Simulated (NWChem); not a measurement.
System: C$_{3}$H$_{2}$F$_{3}$ cation

NWChem input:

```
start job
memory heap 200 mb stack 900 mb global 1100 mb
charge 1
geometry units angstroms noautosym nocenter noautoz
  C     -1.255104    -1.403411     0.000000
  C     -0.050022    -0.756181     0.000000
  F      1.113801    -1.367281     0.000000
  C      0.026001     0.678765     0.000000
  F     -1.005279     1.423915     0.000000
  F      1.140700     1.279787     0.000000
  H     -2.204665    -0.844951     0.000000
  H     -1.279474    -2.506817     0.000000
end
basis spherical
  C library def2-svp
  F library def2-svp
  H library def2-svp
end
dft
  xc b3lyp
  iterations 150
  mulliken
end
task dft energy
esp
  recalculate
  probe 0.07
  range 0.3
  factor 1.0
  spacing 0.02
end
task esp
```

Geometry: optimised at PBE-D3(BJ)/def2-SVP. B3LYP is NWChem's, with the RPA form of VWN correlation.

Atomic charges in e: unrestrained fits to the electrostatic potential beside Mulliken populations; buried atoms are poorly determined by the fit.

Atoms are numbered as in the input.

Give the results of this calculation. (B3LYP/def2-SVP.) Quantities: ESP C1; Mulliken C1; ESP C2; Mulliken C2; ESP F3; Mulliken F3; ESP C4; Mulliken C4; ESP F5; Mulliken F5; relative RMS misfit of the potential (%).

The ESP C1 is -0.09, the Mulliken C1 comes out as 0.10 and the ESP C2 is 0.17. The Mulliken C2 is 0.13 and the ESP F3 is -0.09. The Mulliken F3 is -0.10 and the ESP C4 is 0.64. The Mulliken C4 is 0.50 and the ESP F5 comes out as -0.04. The Mulliken F5 comes out as 0.02 and the relative RMS misfit of the potential (%) is 2.
